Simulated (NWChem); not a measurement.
Program: NWChem. System: H3AlF2Si, charge 1, spin multiplicity 2, at the geometry of a parent with another charge or spin, in a state set for the comparison that need not be this species' ground state. Its SCF solution wasn't tested for a lower state.

The NWChem input:

```
start mol
memory heap 200 mb stack 900 mb global 1100 mb
charge 1
geometry units angstroms nocenter noautoz noautosym
  Al    -0.423363     0.230361    -0.289779
  F     -1.899182    -0.506620    -0.472465
  F     -0.247889     1.706365    -1.028642
  Si     1.391075    -0.774859     0.970173
  H      1.905524     0.194337     1.986640
  H      2.513920    -1.122579     0.044155
  H      0.932865    -2.016134     1.663882
end
basis spherical
  * library 3-21g
end
dft
  xc b3lyp
  odft
  mult 2
  semidirect memsize 60000000 filesize 0
  iterations 100
end
task dft energy
```

The output up to the point where the run's verdict is printed (cleaned and shortened):

```
             Northwest Computational Chemistry Package (NWChem) 7.3.0
             --------------------------------------------------------

                                NWChem Input Module
                                -------------------

 Scaling coordinates for geometry "geometry" by  1.889725989
 (inverse scale =  0.529177249)

                             Geometry "geometry" -> ""
                             -------------------------

 Output coordinates in angstroms (scale by  1.889725989 to convert to a.u.)

  No.       Tag          Charge          X              Y              Z
 ---- ---------------- ---------- -------------- -------------- --------------
    1 Al                  13.0000    -0.42336300     0.23036100    -0.28977900
    2 F                    9.0000    -1.89918200    -0.50662000    -0.47246500
    3 F                    9.0000    -0.24788900     1.70636500    -1.02864200
    4 Si                  14.0000     1.39107500    -0.77485900     0.97017300
    5 H                    1.0000     1.90552400     0.19433700     1.98664000
    6 H                    1.0000     2.51392000    -1.12257900     0.04415500
    7 H                    1.0000     0.93286500    -2.01613400     1.66388200

 Effective nuclear repulsion energy (a.u.)     195.1617120324

            Nuclear Dipole moment (a.u.)
            ----------------------------
        X                 Y               Z
 ---------------- ---------------- ----------------
     0.0000018897    -0.0000075589     0.0000170075


 Summary of "ao basis" -> "" (spherical)
 ------------------------------------------------------------------------------
       Tag                 Description            Shells   Functions and Types
 ---------------- ------------------------------  ------  ---------------------
 *                           3-21g                    on all atoms

                                 NWChem DFT Module
                                 -----------------

 Summary of "ao basis" -> "ao basis" (spherical)
 ------------------------------------------------------------------------------
[...]
 d= 0,ls=0.5,diis    75   -729.1632405469 -2.78D-04  1.93D-05  1.50D-03    22.2
                                                     3.04D-04  1.39D-03
 d= 0,ls=0.5,diis    76   -729.1635178323 -2.77D-04  1.73D-05  1.81D-03    22.5
                                                     2.99D-04  1.65D-03
 d= 0,ls=0.5,diis    77   -729.1637913171 -2.73D-04  1.44D-05  2.14D-03    22.8
                                                     2.96D-04  1.93D-03
 d= 0,ls=0.5,diis    78   -729.1640742944 -2.83D-04  4.07D-05  2.46D-03    23.0
                                                     3.15D-04  2.21D-03
 d= 0,ls=0.5,diis    79   -729.1645374806 -4.63D-04  6.73D-05  2.56D-03    23.4
                                                     2.54D-04  2.33D-03
 d= 0,ls=0.5,diis    80   -729.1646650751 -1.28D-04  4.07D-05  2.94D-03    23.7
                                                     2.43D-04  2.58D-03
 d= 0,ls=0.5,diis    81   -729.1648195428 -1.54D-04  4.69D-05  3.31D-03    24.0
                                                     2.12D-04  2.85D-03
 d= 0,ls=0.5,diis    82   -729.1649219837 -1.02D-04  2.48D-05  3.70D-03    24.3
                                                     2.01D-04  3.14D-03
 d= 0,ls=0.5,diis    83   -729.1650793013 -1.57D-04  1.63D-05  3.98D-03    24.6
                                                     1.97D-04  3.36D-03
 d= 0,ls=0.5,diis    84   -729.1652342372 -1.55D-04  6.97D-05  4.29D-03    24.9
                                                     2.39D-04  3.60D-03
 d= 0,ls=0.5,diis    85   -729.1657124309 -4.78D-04  3.51D-05  4.19D-03    25.1
                                                     2.32D-04  3.59D-03
 d= 0,ls=0.5,diis    86   -729.1661120433 -4.00D-04  1.18D-04  4.30D-03    25.4
                                                     2.95D-04  3.69D-03
 d= 0,ls=0.5,diis    87   -729.1669350281 -8.23D-04  1.69D-04  3.91D-03    25.8
                                                     4.14D-04  3.42D-03
 d= 0,ls=0.5,diis    88   -729.1681729715 -1.24D-03  1.44D-04  3.32D-03    26.1
                                                     3.99D-04  3.00D-03
 d= 0,ls=0.5,diis    89   -729.1692031822 -1.03D-03  5.34D-05  2.90D-03    26.4
                                                     3.54D-04  2.62D-03
 d= 0,ls=0.5,diis    90   -729.1699231255 -7.20D-04  7.12D-05  3.12D-03    26.6
                                                     3.54D-04  2.74D-03
 d= 0,ls=0.5,diis    91   -729.1707448976 -8.22D-04  3.47D-05  3.19D-03    26.8
                                                     3.52D-04  2.75D-03
 d= 0,ls=0.5,diis    92   -729.1715132372 -7.68D-04  2.45D-05  3.37D-03    27.0
                                                     3.33D-04  2.84D-03
 d= 0,ls=0.5,diis    93   -729.1722425550 -7.29D-04  2.22D-04  3.48D-03    27.2
                                                     4.58D-04  2.86D-03
 d= 0,ls=0.5,diis    94   -729.1736900768 -1.45D-03  1.23D-04  2.96D-03    27.4
                                                     4.10D-04  2.49D-03
 d= 0,ls=0.5,diis    95   -729.1747573830 -1.07D-03  4.72D-04  2.96D-03    27.6
                                                     5.71D-04  2.47D-03
 d= 0,ls=0.5,diis    96   -729.1760542150 -1.30D-03  2.36D-04  2.84D-03    27.8
                                                     4.68D-04  2.59D-03
 d= 0,ls=0.5,diis    97   -729.1773230736 -1.27D-03  2.24D-04  2.76D-03    28.0
                                                     5.21D-04  2.65D-03
 d= 0,ls=0.5,diis    98   -729.1788075160 -1.48D-03  2.09D-04  2.72D-03    28.2
                                                     5.56D-04  2.79D-03
 d= 0,ls=0.5,diis    99   -729.1804762562 -1.67D-03  1.21D-04  2.48D-03    28.3
                                                     3.91D-04  2.72D-03
 d= 0,ls=0.5,diis   100   -729.1809287833 -4.53D-04  5.31D-05  3.58D-03    28.5
                                                     4.20D-04  3.45D-03
```

The run did not converge; its last values are not results. The next line reads: Calculation failed to converge. NWChem stopped with the message: dft energy failed.
